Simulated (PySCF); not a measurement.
Correlation energy of Te⁺ (tellurium, charge +1)

[Kr] 4d10 5s1 5p4, high-spin 4P determinant (an excited configuration). Computed with PySCF 2.14 in x2c-TZVPPall, with scalar relativity by spin-free X2C-1e. Frozen: [Ar] 3d10; 23 electrons correlated.

| level | correlation energy (mhartree) |
| --- | --- |
| CCSD | -489.11 |
| (T) | -14.11 |
| CCSD(T) | -503.22 |

Diagnostics: T1 = 0.0089, D1 = 0.0494, largest double amplitude 0.187.

A double-excitation amplitude exceeds 0.15, a sign of near-degeneracy.

Cost of the coupled-cluster step: roughly 19 core-seconds, for 23 correlated electrons.

This basis was not built for core-valence correlation, so the inner-shell part is incomplete.
